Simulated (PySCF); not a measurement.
C4H6NO, SMILES O=C1CCC[N]1, multiplicity 2.

Geometry optimised at PBE0-D3(BJ)/def2-SVP. The isomer is the one that the SMILES or the coordinates give; other isomers of the formula were not compared. One conformer was computed; it need not be the lowest.

Level of theory: PBE0-D3(BJ)/def2-SVP in PySCF.

Frequencies are harmonic and unscaled.

| mode | ν (cm⁻¹) | IR (km/mol) | moving atoms (share of kinetic energy) |
|---|---|---|---|
| 1 | 114 | 0.3 | O 26 %, H 25 %, N 25 %, C 25 % |
| 2 | 176 | 5.6 | H 55 %, C 29 %, N 16 % |
| 3 | 496 | 2.6 | O 44 %, C 26 %, N 17 %, H 13 % |
| 4 | 517 | 5.0 | C 45 %, H 39 %, O 10 % |
| 5 | 620 | 5.2 | H 47 %, C 47 % |
| 6 | 686 | 1.9 | C 48 %, O 30 %, N 12 %, H 10 % |
| 7 | 815 | 9.7 | C 40 %, H 39 %, N 17 % |
| 8 | 845 | 1.5 | H 47 %, C 43 %, N 10 % |
| 9 | 864 | 4.8 | C 43 %, H 28 %, N 27 % |
| 10 | 937 | 1.8 | C 64 %, H 34 % |
| 11 | 1000 | 1.7 | H 60 %, C 38 % |
| 12 | 1019 | 10.8 | H 55 %, C 39 % |
| 13 | 1085 | 30.6 | H 53 %, C 24 %, N 22 % |
| 14 | 1116 | 19.3 | H 56 %, C 29 %, N 14 % |
| 15 | 1192 | 26.2 | C 57 %, H 23 %, N 19 % |
| 16 | 1209 | 14.2 | H 64 %, C 29 % |
| 17 | 1215 | 8.7 | H 62 %, C 33 % |
| 18 | 1288 | 12.4 | H 64 %, C 34 % |
| 19 | 1312 | 1.4 | H 63 %, C 36 % |
| 20 | 1342 | 3.4 | H 58 %, C 39 % |
| 21 | 1399 | 26.1 | H 93 % |
| 22 | 1428 | 9.4 | H 92 %, C 8 % |
| 23 | 1473 | 6.7 | H 90 %, C 10 % |
| 24 | 1720 | 99.8 | C 62 %, O 36 % |
| 25 | 2974 | 6.6 | H 93 % |
| 26 | 3074 | 5.2 | H 94 % |
| 27 | 3086 | 11.7 | H 94 % |
| 28 | 3096 | 11.1 | H 92 % |
| 29 | 3154 | 7.6 | H 90 %, C 10 % |
| 30 | 3162 | 3.9 | H 91 %, C 9 % |
